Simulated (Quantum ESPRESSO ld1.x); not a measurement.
Values are calculated unless marked as measured or tabulated.
Species: In3+. Configuration: [Kr] 4d10.

Code: ld1.x of Quantum ESPRESSO 7.5. Model: scalar-relativistic Kohn-Sham, LDA (Slater exchange, Perdew-Zunger correlation), spin-polarised, spherical densities, point nucleus.

Energy parts (Ry):
total: -11748.9232
kinetic: 12243.0260
electron-nucleus: -28318.2091
Hartree: 4633.2384
exchange-correlation: -306.9786

Orbitals (lengths in bohr, moments of r in powers of bohr; <r^-3> diverges for s and p1/2):
orbital  occ.  eigenvalue (Ry)  <r^-3>      <r>     <r^2>
1s          2       -2039.6841       -  0.02974  0.001197
2s          2        -307.3258       -   0.1286   0.01951
2p          6        -276.2390    4369   0.1122   0.01537
3s          2         -60.0549       -   0.3492    0.1395
3p          6         -49.8734   799.6   0.3476    0.1402
3d         10         -34.0163   109.9   0.3246    0.1252
4s          2         -10.9698       -   0.8473    0.8134
4p          6          -7.9245   141.8   0.9202    0.9690
4d         10          -3.5371   12.82    1.152     1.572
5s          0          -2.4543       -    2.198     5.411
5p          0          -1.8221   16.76    2.569     7.414

The highest occupied level is 4d at -48.125 eV. The density falls to 0.001 e/bohr^3 at r = 2.98 bohr. Summed over all electrons, <r^2> = 25.66 bohr^2, which gives a Langevin (diamagnetic) susceptibility term of -20.3 x 10^-6 cm^3/mol. For comparison, the ionisation energy in NIST's Atomic Spectra Database is 55.45 eV (measured). In exact Kohn-Sham theory the highest level is minus the ionisation energy, but local and semilocal functionals leave it too shallow, through self-interaction and a potential that decays too fast; potentials with the right tail come closer.
